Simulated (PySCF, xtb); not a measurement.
Si(H)(F)(OH)(NMe2) (C2H8FNOSi), SMILES CN(C)[SiH](O)F.

GFN2-xTB in xtb at its own geometry gives an orbital gap of 6.11 eV and a dipole moment of 2.32 D.

Geometry: PBE0-D3(BJ)/def2-SVP. The values are those of a single conformer.

Q: What does ωB97X/def2-TZVP in PySCF give? (An estimate is asked for; the answer gives what the named calculation found.)

A: gap 11.99 eV (levels -9.13 and 2.86 eV), dipole 2.44 D.
